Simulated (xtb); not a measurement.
xtb input:

```bash
xtb mol.xyz --gfn 2 --sp --chrg -1 --uhf 0
```
mol.xyz:
```
11

N     -2.00721241    -0.69087201    -0.30421500
Si    -1.01650904     0.64555816     0.26177102
N      0.59243349     0.32466092     0.66963320
Si     1.75556406    -0.42753251    -0.54790812
H     -1.67982715    -1.01937411    -1.20736597
H     -1.98158809    -1.49111442     0.31867784
H     -1.71431294     1.17834983     1.47719169
H     -1.17701572     1.64239367    -0.83408868
H      0.87162069     0.45412738     1.63166347
H      3.01809676     0.39548175    -0.21633812
H      2.21970853    -1.64874566     0.27825174
```

### Question
Which total energy does the run end on?

### Answer
-13.03836 Eh (GFN2-xTB).

It need not be the lowest isomer of its formula. Whether it binds its extra electron was not tested at this geometry.
